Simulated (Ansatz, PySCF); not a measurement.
System: borinic acid, sum formula H3BO (charge 0, singlet). 
Structure (B3LYP-D3(BJ)/def2-TZVP (Ansatz, an electronic-structure program) minimum search):
```xyz
5

B     -0.7100     0.0755    -0.0345
O      0.6342     0.0146     0.0881
H     -1.3022    -0.7421    -0.6782
H     -1.2599     0.9729     0.5246
H      1.0388    -0.7247    -0.3785
```
Charge 0, spin multiplicity 1.

Dipole moments at this geometry, in debye (magnitudes).

```csv
level,program,dipole (D)
PBE/def2-TZVPD,Ansatz,1.54
MN15/def2-TZVPD,PySCF,1.57
LC-wPBE/def2-TZVPD,Ansatz,1.56
wB97M-V/def2-TZVPD,Ansatz,1.55
CCSD(T)/aug-cc-pVDZ,Ansatz,1.53
```
